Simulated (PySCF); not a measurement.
Molecular orbitals of CdS

PBE0 at R = 2.463 Å; basis Cd cc-pVDZ-PP with ECP28, S cc-pV(D+d)Z; scalar-relativistic core potentials; PySCF 2.14. State: ³Π (triplet), unpaired electrons σ ↑, π ↑. Only the outer orbitals are listed, counted within each symmetry, core potentials removing the inner ones.

| spin | orbital | occ. | ε (eV) | on Cd (%) | main shells (%) |
| --- | --- | --- | --- | --- | --- |
| α | 8σ | 1 | -9.22 | 39 | 60 S p, 35 Cd s |
| α | 4π | 1 | -8.57 | 3 | 96 S p |
| α | 4π | 1 | -7.23 | 5 | 95 S p |
| α | 9σ | 1 | -6.09 | 75 | 56 Cd s, 25 S p, 18 Cd p |
| α | 5π | 0 | -1.10 | 98 | 98 Cd p |
| α | 5π | 0 | -0.94 | 96 | 96 Cd p |
| α | 10σ | 0 | 0.64 | 101 | 92 Cd p |
| β | 8σ | 1 | -8.19 | 45 | 52 S p, 41 Cd s |
| β | 4π | 1 | -6.71 | 6 | 94 S p |
| β | 4π | 0 | -3.99 | 11 | 89 S p, 10 Cd p |
| β | 9σ | 0 | -3.40 | 71 | 55 Cd s, 29 S p, 15 Cd p |
| β | 5π | 0 | -0.43 | 96 | 96 Cd p |

Problem. Which are the highest filled and the lowest empty level, where do they sit, and how wide is the gap?

Solution. Highest filled α 9σ at -6.09 eV (in %: 56 Cd s, 25 S p, 18 Cd p); lowest empty β 4π at -3.99 eV (in %: 89 S p, 10 Cd p); the gap at PBE0 is 2.10 eV.

| Property | Result |
| --- | --- |
| bond order (Mayer) | 1.00 |
| ⟨S²⟩ | 2.009 |
| charge on Cd (Mulliken, basis-dependent) | 0.26 |
| charge on Cd (Löwdin, basis-dependent) | 0.11 |
| dipole moment (positive dipole means Cd(−)S(+)) | -2.17 D |
| polarisability along the bond | 82.1 bohr³ |
| polarisability across the bond | 47.3 bohr³ |

Shares are Mulliken populations and can fall outside 0 to 100 %.

Spin–orbit coupling is left out. The state was picked by a PBE0 search and need not be the measured ground state.
